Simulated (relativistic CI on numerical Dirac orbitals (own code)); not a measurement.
## Ti³⁺ in a cubic cluster: 2p photoemission with charge transfer

Computed with a charge-transfer multiplet model of a cubic metal-ligand cluster with up to 2 ligand holes, Slater and spin-orbit integrals from Dirac-Coulomb-Breit ions, Slater integrals scaled by 0.8. The ground state mixes d1 with configurations of k ligand holes L, whose averages lie at kΔ + k(k − 1)U_dd/2; a core hole lowers each added d electron by U_cd. 20 K, Lorentzian 0.6 eV and Gaussian 0.8 eV FWHM.

Atomic integrals in eV (Slater integrals scaled, ζ unscaled), ground: F2dd 6.578, F4dd 4.090, zeta_d 0.017; with the core hole: F2dd 6.578, F4dd 4.090, zeta_d 0.032, zeta_core 3.741, F2cd 5.066, G1cd 3.785, G3cd 2.149. Where a configuration has fewer than two d electrons, the dd integrals are those of d2.

Cluster parameters (eV): Δ = 3.9, U_dd = 4.2, U_cd = 4.9, 10Dq(ligand) = 1.1, V(eg) = 2, V(t2g) = -0.93, final-state hopping factor = 1.

| Case | n_d | d1 | d2L | d3L2 | S |
| --- | --- | --- | --- | --- | --- |
| 10Dq = 0 eV | 1.54 | 0.52 | 0.42 | 0.06 | 0.50 |
| 10Dq = 0.3 eV | 1.53 | 0.53 | 0.41 | 0.06 | 0.50 |
| 10Dq = 0.9 eV | 1.51 | 0.55 | 0.40 | 0.06 | 0.50 |

Weights, n_d and S are thermal averages at 20 K. Binding energies count from the first peak over 30 % of the highest in each spectrum, which can be another peak from case to case. The parameters are a model scan and need not match a compound or its usual spin state. Peaks in eV (height, largest 100):
- 10Dq = 0 eV: 0.0 (100), 2.3 (14), 6.5 (38), 8.0 (26), 14.4 (7)
- 10Dq = 0.3 eV: 0.0 (100), 2.5 (13), 6.5 (38), 8.1 (25), 14.4 (7)
- 10Dq = 0.9 eV: 0.0 (100), 3.1 (12), 6.4 (38), 14.3 (7)

For the case 10Dq = 0.3 eV, Δ = 3.9 eV is smaller than U_dd = 4.2 eV, the charge-transfer side of the Zaanen-Sawatzky-Allen scheme. With the core hole the average of the configuration with one ligand hole lies at Δ − U_cd = -1.0 eV before mixing: the effective hopping of about 4.3 eV (from the holes of the mixed ground state) is comparable with this gap or larger, so the configurations mix strongly.
